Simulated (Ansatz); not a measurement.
`C[SiH2][N](C)[GeH3]`. The species carries charge 0 and has multiplicity 1.

```xyz
16

C    -0.8709   -1.0730   -1.8906
Si    0.6587   -0.4028   -1.0498
N     0.3532    0.3932    0.4463
C    -0.3541    1.6647    0.4274
Ge    0.5806   -0.3721    2.1016
H    -1.5917   -0.2753   -2.0888
H    -0.6121   -1.5338   -2.8483
H    -1.3625   -1.8276   -1.2715
H     1.6018   -1.5188   -0.7687
H     1.2977    0.5759   -1.9790
H     0.0280    2.3437    1.1983
H    -1.4351    1.5571    0.5873
H    -0.2131    2.1686   -0.5348
H     1.4291   -1.6378    1.9326
H    -0.7868   -0.7228    2.7290
H     1.2773    0.6609    3.0089
```

Task: List the harmonic frequencies (cm⁻¹, unscaled) at PBE0-D4/def2-TZVP in Ansatz. (An estimate is asked.)

Result: Ansatz gave: 39, 73, 124, 139, 155, 200, 238, 269, 467, 506, 603, 625, 685, 741, 749, 832, 861, 882, 890, 924, 933, 949, 1136, 1146, 1216, 1273, 1446, 1448, 1460, 1487, 1505, 2116, 2136, 2180, 2183, 2217, 2997, 3044, 3052, 3080, 3127, 3132.

Task: Is this a minimum?

Result: Yes, all 42 modes are real.

Task: Give the ideal-gas thermochemistry at 298.15 K and 1 bar (rigid rotor, harmonic oscillator; point group C1, symmetry number 1).

Result: Zero-point energy 318.6 kJ/mol; H(298) − E = 346.2 kJ/mol; entropy 406.2 J/(mol·K), of which translation 171.3, rotation 118.8, vibration 116.0; G(298) − E = 225.1 kJ/mol. Modes under 100 cm⁻¹ are hindered rotations or soft bends, so the harmonic entropy is rough.

Task: Rotational constants (cm⁻¹)?

Result: 0.14, 0.04187, 0.03701.
